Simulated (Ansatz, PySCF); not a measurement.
C5H7F, SMILES CC1=CC[C@@H]1F. Atoms are numbered in the order given.

```xyz
13

C      2.0152    -0.1450     0.5408
C      0.5866     0.2100     0.3853
C     -0.3530     0.8300     1.1216
C     -1.4696     0.6136     0.1267
C     -0.3613     0.0078    -0.7705
F     -0.5576    -1.2860    -1.1808
H      2.1523    -1.2330     0.4301
H      2.4027     0.1565     1.5242
H      2.6305     0.3341    -0.2390
H     -0.3217     1.3419     2.0879
H     -1.9940     1.5020    -0.2640
H     -2.2137    -0.1439     0.4193
H     -0.1275     0.6122    -1.6658
```

Geometry optimised at PBE0-D3(BJ)/def2-SVP. The structure was generated by enumeration; whether it is a known compound was not checked.

Two levels are set side by side: PBE-D3(BJ)/def2-SVP (Ansatz, an electronic-structure program) and PBE0-D3(BJ)/def2-SVP (Ansatz). Each level has its own optimised geometry; the coordinates shown are those of the second. Frequencies come from the Hessian of PySCF at each geometry. Differences are taken from unrounded values.

```csv
quantity,PBE0-D3(BJ),PBE-D3(BJ),PBE-D3(BJ) minus PBE0-D3(BJ)
mean bond length (Å),1.267,1.277,0.010
bond C1–C2 (Å),1.480,1.486,0.006
bond C2–C3 (Å),1.345,1.357,0.012
bond C2–C5 (Å),1.508,1.518,0.009
bond C3–C4 (Å),1.511,1.519,0.008
bond C4–C5 (Å),1.549,1.562,0.013
bond C5–F6 (Å),1.371,1.388,0.016
bond C1–H7 (Å),1.102,1.111,0.009
bond C1–H8 (Å),1.099,1.107,0.008
bond C1–H9 (Å),1.103,1.112,0.009
bond C3–H10 (Å),1.094,1.102,0.008
bond C4–H11 (Å),1.103,1.112,0.009
bond C4–H12 (Å),1.101,1.110,0.008
bond C5–H13 (Å),1.105,1.115,0.010
highest harmonic wavenumber (cm⁻¹),3213,3115,-97
mean harmonic wavenumber (cm⁻¹),1430,1379,-51
zero-point energy (kcal/mol),67.46,65.04,-2.42
```

GGA bonds tend to be longer and softer than those of functionals with exact exchange. Differences between two approximate levels are no errors against the true value.
